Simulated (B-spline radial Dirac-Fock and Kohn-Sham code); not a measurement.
Kohn-Sham estimates against Dirac-Fock for the levels of Pm⁵⁷⁺

System: the Pm⁵⁷⁺ ion, configuration [He] 2s2.

The density-functional columns are spherical, spin-unpolarised Dirac-Kohn-Sham results without Breit or QED terms: −ε is minus the orbital energy of the initial state and ΔSCF the difference of two total energies. The reference in the last column comes from multi-electron Dirac-Fock with separately optimised hole states, Breit and Lamb-shift corrections added in first order. All numbers are from a radial finite-basis atomic code, in eV; a selection of levels is shown. The Kohn-Sham columns are given as differences from the reference. For the 1s level of heavy atoms much of the gap between ΔSCF and the reference is the Breit and QED part, -157.6 eV here; for other levels the error of the functional can be larger.

```tsv
level	LDA −ε − DF	LDA ΔSCF − DF	Dirac-Fock
K	-326.0	+169.4	51423.8
L1	-86.4	+32.3	12531.8
```

For the outermost level NIST gives 12532 ± 6 eV (theoretical); the differences from it are LDA −ε -86.50, LDA ΔSCF +32.17, Dirac-Fock -0.15 eV.

Values without a named source are computed, but for edge energies of neutral atoms, which are taken from tables.
